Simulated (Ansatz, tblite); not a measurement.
Forces on the cluster Na5F4 at its PBE0-D4/def2-SVP geometry. Charge 0, multiplicity 2.

The xTB rows come from tblite. The structure comes from a short search, and lower isomers may exist.

GFN1-xTB (tblite), largest force 0.55 eV/Å:

```xyz
9
positions Å, forces eV/Å
Na   -1.876   -1.468   -1.505    0.304    0.343    0.305
Na    0.575    1.533   -2.294   -0.177   -0.246    0.460
Na    0.583   -0.489   -0.052   -0.129    0.108    0.011
Na   -1.166   -1.037    2.347    0.163    0.258   -0.459
Na    1.284    1.966    1.558   -0.318   -0.332   -0.304
F    -1.175   -1.771    0.415   -0.241   -0.379    0.087
F     0.527    0.119    2.089    0.120    0.018    0.444
F     1.496    1.502   -0.444    0.322    0.311   -0.094
F    -0.247   -0.354   -2.114   -0.044   -0.082   -0.451
```

GFN2-xTB (tblite), largest force 0.55 eV/Å:

```
Na 0.420 0.219 0.278
Na -0.040 -0.345 0.426
Na 0.148 -0.124 -0.014
Na 0.286 0.138 -0.448
Na -0.174 -0.426 -0.300
F -0.189 0.101 0.024
F -0.151 0.139 0.057
F -0.133 0.170 0.006
F -0.167 0.129 -0.029
```

PBE-D4/def2-TZVP (Ansatz), largest force 0.32 eV/Å:

```
Na -0.278 -0.074 -0.142
Na -0.030 0.229 -0.222
Na 0.114 -0.095 -0.010
Na -0.207 -0.030 0.244
Na 0.040 0.273 0.165
F -0.052 -0.254 0.037
F 0.130 -0.048 0.219
F 0.236 0.098 -0.055
F 0.046 -0.099 -0.235
```
